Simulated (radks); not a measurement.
Task: Isoelectronic series with 7 electrons, each ion in its NIST ground configuration. Method: non-relativistic Kohn-Sham, TPSS, spin-polarised, spherical densities, point nucleus; open shells are filled with parallel spins first (spin-orbit coupling, left out, can overturn this in heavy ions); meta-GGA in the generalised Kohn-Sham scheme; computed with a radial shooting solver on a logarithmic mesh with Libxc functionals. Total energies (hartree) and mean radii <r> (bohr):

ion    configuration  E (hartree)   2p up  2s down   2s up  1s down
N       [He] 2s2 2p3    -54.61617   1.427    1.370   1.299   0.2286
F2+     [He] 2s2 2p3    -97.83540  0.8804   0.9384  0.9067   0.1755
Al6+    [He] 2s2 2p3   -223.35776  0.5106   0.5755  0.5642   0.1198
P8+     [He] 2s2 2p3   -305.63372  0.4231   0.4825  0.4746   0.1033
Cl10+   [He] 2s2 2p3   -400.91415  0.3613   0.4155  0.4097  0.09085
K12+    [He] 2s2 2p3   -509.19744  0.3154   0.3648  0.3604  0.08105
Sc14+   [He] 2s2 2p3   -630.48268  0.2799   0.3252  0.3217  0.07316
V16+    [He] 2s2 2p3   -764.76931  0.2516   0.2933  0.2905  0.06667
Mn18+   [He] 2s2 2p3   -912.05696  0.2285   0.2672  0.2648  0.06123
Co20+   [He] 2s2 2p3  -1072.34539  0.2093   0.2453  0.2433  0.05661
Ga24+   [He] 2s2 2p3  -1431.92392  0.1792   0.2108  0.2093  0.04919
As26+   [He] 2s2 2p3  -1631.21381  0.1672   0.1970  0.1957  0.04617
Br28+   [He] 2s2 2p3  -1843.50401  0.1567   0.1848  0.1837  0.04349
Rb30+   [He] 2s2 2p3  -2068.79448  0.1475   0.1741  0.1731  0.04111
Nb34+   [He] 2s2 2p3  -2558.37602  0.1319   0.1560  0.1552  0.03705
Tc36+   [He] 2s2 2p3  -2822.66705  0.1253   0.1483  0.1475  0.03531
Rh38+   [He] 2s2 2p3  -3099.95821  0.1193   0.1413  0.1406  0.03372
Ag40+   [He] 2s2 2p3  -3390.24948  0.1139   0.1349  0.1343  0.03227
In42+   [He] 2s2 2p3  -3693.54086  0.1089   0.1291  0.1286  0.03094

Estimate the row of Cu22+ ([He] 2s2 2p3).

Result: E (hartree) -1245.63442; 2p up 0.1931; 2s down 0.2268; 2s up 0.2251; 1s down 0.05264.
